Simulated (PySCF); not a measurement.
Dissociation curve of InH, singlet.

Methods: RHF/def2-SVP, def2 effective core potentials past Kr (PySCF); UCCSD(T) = PySCF 2.14.0 with CCSD(T) on UHF/def2-SVP, 4 core orbitals frozen, def2 effective core potentials past Kr.

Energies relative to the lowest point of each curve near equilibrium, in kcal/mol:

```csv
R / Å,RHF
1.58,10.3
1.79,0.4
1.85,0.0
2.16,6.6
2.29,11.6
2.50,20.8
2.79,33.9
4.08,81.0
4.57,93.3
4.96,101.4
5.55,110.9
6.48,121.0
```

Q: Estimate the UCCSD(T) values at these points.

A: 1.58: 9.6; 1.79: 0.3; 1.85: 0.0; 2.16: 6.2; 2.29: 10.7; 2.50: 18.8; 2.79: 30.0; 4.08: 56.8; 4.57: 58.2; 4.96: 58.6; 5.55: 58.7; 6.48: 58.8 (kcal/mol).

The restricted form behind RHF keeps the bonding electrons paired and can't separate into open-shell fragments. The unrestricted determinant behind UCCSD(T) is spin-contaminated at 1.39 to 1.47, 2.50 to 7.39 Å (<S²> up to 1.0, against 0.00 for a pure singlet).
